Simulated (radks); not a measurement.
Results of a calculation; reference values are marked as such.
Species: P2+. Configuration: [Ne] 3s2 3p0.75 3d0.25 (fractional occupations, a model configuration). Level of theory: scalar-relativistic Kohn-Sham, PBEsol, spin-polarised, spherical densities, point nucleus; open shells are filled with parallel spins first (a radial shooting solver on a logarithmic mesh with Libxc functionals).

Normalised radial functions P(r) = r R(r), r in bohr:

```
   r/bohr * 2p up (the largest magnitude, 1.38, reaches the edge; | marks zero)
 0.003791 *
 0.004858 *
 0.006275 *
 0.008042 *
  0.01039 *
  0.01331 |*
   0.0172 |*
  0.02204 | *
  0.02846 |  *
  0.03648 |   *
  0.04712 |      *
  0.06038 |         *
  0.07799 |              *
  0.09995 |                    *
   0.1291 |                            *
   0.1654 |                                    *
   0.2137 |                                             *
   0.2739 |                                                   *
   0.3538 |                                                      *
   0.4533 |                                                   *
   0.5856 |                                           *
   0.7504 |                               *
   0.9694 |                  *
    1.242 |        *
    1.605 |  *
    2.056 |*
    2.656 *
    3.404 *
    4.397 *
    5.634 *
    7.278 *
    9.327 *
```

2p up: eigenvalue -148.73 eV, 0 radial nodes, <r> = 0.484 bohr, 90 % of the charge inside 0.810 bohr.
